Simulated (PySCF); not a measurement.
C$_{5}$H$_{11}$ (SMILES [CH2]CCCC), doublet, at a GFN2-xTB geometry. Base run: PySCF with HF/STO-3G.

Geometry (Å):
```xyz
16

C     -1.8632    -0.2625     0.8163
C     -0.9817     0.8325     0.3808
C     -0.1622     0.4720    -0.8672
C      0.7987    -0.6928    -0.6271
C      1.9706    -0.3254     0.2754
H     -2.0495    -0.4474     1.8555
H     -2.4003    -0.8404     0.0891
H     -1.5844     1.7205     0.1246
H     -0.3207     1.1339     1.1959
H     -0.8534     0.2006    -1.6684
H      0.4029     1.3477    -1.1947
H      0.2419    -1.5205    -0.1817
H      1.1886    -1.0298    -1.5907
H      2.6562    -1.1652     0.3640
H      2.5175     0.5211    -0.1354
H      1.6281    -0.0633     1.2730
```
Charge 0, spin multiplicity 2.
Orbitals are unrestricted.
All else is at PySCF's defaults.

Each row names what was changed in the base input (with any setting that the change needs).

| change | E (Eh) | HOMO (eV) | dipole (D) | <S^2> | core-seconds (rough) | outcome |
|---|---|---|---|---|---|---|
| base | -193.39787 | -8.42 | 0.08 | 0.765 | 1.0 | converged |
| functional = wb97x | -194.72397 | -6.41 | 0.13 | 0.755 | 10 | converged |
| functional = pbe | -194.44407 | -2.20 | 0.18 | 0.753 | 7 | converged |
| functional = m06l | -194.65062 | -2.59 | 0.17 | 0.758 | 10 | converged |
| functional = camb3lyp | -194.60186 | -5.36 | 0.15 | 0.754 | 20 | converged |
| functional = hse06 | -194.53342 | -3.54 | 0.15 | 0.755 | 30 | converged |
| functional = tpssh | -194.80054 | -3.26 | 0.14 | 0.755 | 10 | converged |
| functional = lc_wpbe | -194.64022 | -6.98 | 0.14 | 0.755 | 20 | converged |
| functional = wb97x_v | - | - | - | - | - | cut at the time limit |
| functional = tpss | -194.80850 | -2.60 | 0.15 | 0.755 | 20 | converged |
| functional = b97-1 | -194.68585 | -3.57 | 0.15 | 0.755 | 6 | converged |
| functional = m062x | -194.71408 | -5.21 | 0.13 | 0.756 | 10 | converged |
| functional = lda,vwn | -192.82757 | -1.82 | 0.23 | 0.753 | 7 | converged |

Total energies compare only within one method and basis.

Open shells are given as the SCF converged; they aren't shown to be the lowest states, and a large step between rows can be another state.
